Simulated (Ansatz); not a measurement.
# Swapping H for CH3 on Ge: the HOMO–LUMO gap

Gas-phase molecules. On one Ge centre that keeps Br, n of the H ligands are replaced by CH3. The HOMO–LUMO gap y in eV at wB97X-V/def2-TZVPP. Shapes: PBE0-D4/def2-TZVP. Programs: Ansatz 0.2.0.

| molecule | n | y (eV) |
| --- | --- | --- |
| GeH3Br | 0 | 12.09 |
| GeH2(CH3)Br | 1 | 12.25 |
| GeH(CH3)2Br | 2 | ? |
| Ge(CH3)3Br | 3 | 12.66 |

Q: Fit y = c + s·n to the known rows and predict GeH(CH3)2Br.

A: 
1. Means of the 3 rows: n = 1.33333, y = 12.333.
2. Σ(Δn)² = 4.6667, Σ(Δn·Δy) = 0.89667, so the slope is 0.89667/4.6667 = 0.19214.
3. Intercept: 12.333 − (0.19214) × 1.33333 = 12.077. The largest residual of the fit is 0.019.
4. GeH(CH3)2Br: 12.077 + (0.19214) × 2 = 12.46 eV.

The run gave 12.45 eV, so the prediction is off by +0.01 eV, within the largest residual. The step per swap drifts from +0.16 to +0.21 eV. Other levels give for GeH(CH3)2Br: B3LYP-D4/def2-TZVPP 7.47; PBE0-D4/def2-TZVPP 8.01 eV. Orbital gaps aren't excitation energies, and the LUMO depends on the basis. At 1 other level on record the series doesn't rise at every step. Relativity is left out for Br, Ge.
